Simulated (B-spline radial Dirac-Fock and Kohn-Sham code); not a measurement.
Kohn-Sham estimates against Dirac-Fock for the levels of Pd¹⁴⁺

System: Pd¹⁴⁺, [Ar] 3d10 4s2 4p2.

The density-functional columns are spherical, spin-unpolarised Dirac-Kohn-Sham results without Breit or QED terms: −ε is minus the orbital energy of the initial state and ΔSCF the difference of two total energies. The reference in the last column comes from multi-electron Dirac-Fock with separately optimised hole states, Breit and Lamb-shift corrections added in first order. All numbers are from a radial B-spline solver, in eV; a selection of levels is shown. The Kohn-Sham columns are given as differences from the reference. For the 1s level of heavy atoms much of the gap between ΔSCF and the reference is the Breit and QED part, -73.2 eV here; for other levels the error of the functional can be larger.

```tsv
level	LDA −ε − DF	LDA ΔSCF − DF	Dirac-Fock
K (1s)	-249.9	+65.6	24707.2
L1 (2s)	-109.1	-45.2	3963.2
L2 (2p1/2)	-82.6	-5.6	3684.7
L3 (2p3/2)	-84.6	-11.0	3527.3
M1 (3s)	-56.4	-29.2	1010.1
M2 (3p1/2)	-45.0	-17.3	899.2
M3 (3p3/2)	-44.7	-17.6	870.5
M4 (3d3/2)	-28.2	+0.8	677.9
M5 (3d5/2)	-28.4	+0.3	672.3
N1 (4s)	-10.6	+2.8	377.5
N2,3 (4p)	-10.8	+2.0	338.2
```

Values without a named source are computed, but for edge energies of neutral atoms, which are taken from tables.
